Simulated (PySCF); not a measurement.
**Interval between two levels of Ga⁺ by level of theory**

Ga⁺ [Ar] 3d10 4s2 → Ga⁺ [Ar] 3d10 4s1 4d1 [3D3, M_J = 3], as a difference of total energies. All numbers are calculated (PySCF 2.14, the two-component X2C-1e Hamiltonian, in x2c-SVPall-2c with one added diffuse shell each of s, p, d type (6s7p4d, 47 functions)). Correlated levels: [Ne] frozen; the 6 highest virtual spinors dropped. "Screened" scales the spin-orbit matrix elements by Boettger's factors to mimic the two-electron term; Breit and QED terms are absent.

```csv
method,interval between two levels (cm⁻¹)
GHF (spin-free),102750
GMP2 (spin-free),110040
GHF (screened spin-orbit),102780
GMP2 (screened spin-orbit),110080
```

The spin-free rows relax to the high-spin LS determinant and lack the spin-orbit shift.

Errors of the correlated levels include the incompleteness of this basis and the frozen core.

The labels give the starting determinants; with spin-orbit coupling the two ends relaxed to ⟨J²⟩ = 0.00, ⟨L²⟩ = 0.00, ⟨S²⟩ = 0.00 and ⟨J²⟩ = 12.00, ⟨L²⟩ = 6.00, ⟨S²⟩ = 2.00.

For comparison: 113880 cm⁻¹ (measured; NIST Handbook of Basic Atomic Spectroscopic Data (Sansonetti and Martin, J. Phys. Chem. Ref. Data 34, 1559 (2005))).
